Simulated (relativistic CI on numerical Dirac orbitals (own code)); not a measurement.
## Level scheme of Ge24+

These numbers are calculated, not measured: Dirac-Coulomb-Breit CI, KLI orbitals optimised for each configuration, QED by a radiative potential, unscaled Slater integrals (own radial code, finite nucleus).

CI space (outside the closed core 1s2): 2s2 2p4, 2s 2p5, 2p6, 2p5 3s, 2p5 3p, 2p5 3d, 2s2 2p3 3s, 2s2 2p3 3p, 2s2 2p3 3d, 2s 2p4 3s, 2s 2p4 3p, 2s 2p4 3d, 2s2 2p3 4s, 2s2 2p3 4p, 2s2 2p3 4d, 2s2 2p3 4f. Levels of other configurations are missing.

The lowest level is 2s2 2p4 3P_2, with 83 % of that term; Hund's rules for 2s2 2p4 give 3P with J = 2, in agreement.

| No. | Configuration | Term | J | E (Ry) | % | Landé g |
| --- | --- | --- | --- | --- | --- | --- |
| 1 | 2s2 2p4 | 3P | 2 | 0.000 | 83 | 1.409 |
| 2 | 2s2 2p4 | 3P | 0 | 1.158 | 60 |  |
| 3 | 2s2 2p4 | 3P | 1 | 2.214 | 100 | 1.496 |
| 4 | 2s2 2p4 | 1D | 2 | 3.078 | 83 | 1.080 |
| 5 | 2s2 2p4 | 1S | 0 | 5.889 | 59 |  |
| 6 | 2s 2p5 | 3P° | 2 | 12.121 | 100 | 1.495 |
| 7 | 2s 2p5 | 3P° | 1 | 13.346 | 88 | 1.436 |
| 8 | 2s 2p5 | 3P° | 0 | 14.605 | 100 |  |
| 9 | 2s 2p5 | 1P° | 1 | 16.928 | 88 | 1.053 |
| 10 | 2p6 | 1S | 0 | 27.813 | 98 |  |
| 11 | 2p3(4S°) 3s | 5S° | 2 | 100.323 | 66 | 1.795 |
| 12 | 2p3(4S°) 3s | 3S° | 1 | 100.795 | 54 | 1.510 |
| 13 | 2p3(2D°) 3s | 3D° | 2 | 102.573 | 47 | 1.393 |
| 14 | 2p3(2D°) 3s | 3D° | 1 | 102.744 | 58 | 1.077 |
| 15 | 2p3(4S°) 3p | 5P | 1 | 103.153 | 54 | 1.941 |
| 16 | 2p3(4S°) 3p | 5P | 2 | 103.213 | 47 | 1.528 |
| 17 | 2p3(2D°) 3s | 3D° | 3 | 103.290 | 99 | 1.328 |
| 18 | 2p3(2D°) 3s | 1D° | 2 | 103.521 | 68 | 1.053 |
| 19 | 2p3(4S°) 3p | 5P | 3 | 103.793 | 66 | 1.529 |
| 20 | 2p3(4S°) 3p | 3P | 1 | 103.935 | 48 | 1.488 |
| 21 | 2p3(2P°) 3s | 3P° | 0 | 104.296 | 98 |  |
| 22 | 2p3(2P°) 3s | 3P° | 1 | 104.401 | 68 | 1.342 |
| 23 | 2p3(4S°) 3p | 3P | 2 | 104.451 | 38 | 1.375 |
| 24 | 2p3(4S°) 3p | 3P | 0 | 104.837 | 94 |  |
| 25 | 2p3(2D°) 3p | 3D | 1 | 105.245 | 27 | 1.324 |
| 26 | 2p3(2D°) 3p | 3F | 2 | 105.563 | 36 | 1.101 |
| 27 | 2p3(2D°) 3p | 3D | 2 | 105.962 | 45 | 1.256 |
| 28 | 2p3(2D°) 3p | 3F | 3 | 106.006 | 65 | 1.224 |
| 29 | 2p3(2D°) 3p | 1F | 3 | 106.151 | 45 | 1.183 |
| 30 | 2p3(2P°) 3s | 3P° | 2 | 106.163 | 60 | 1.407 |

Energies count from the lowest computed level; ° marks odd parity. Percentages are summed over parent terms; the parents shown are those of the largest component, closed shells are left out there.

The mean weight of the leading LS term, summed over parents, in these 30 levels is 68 %, and that of the leading jj configuration (from the same eigenvectors) 85 %, so jj coupling describes them better and the LS labels are nominal.

At this charge energies of transitions that change n are usually good to better than 1 %, and those within a shell (Δn = 0) to a few per cent.

LS names give the leading component of a level, which can be under half, so a name can repeat, a term be missing and a line seem to break the LS rules.
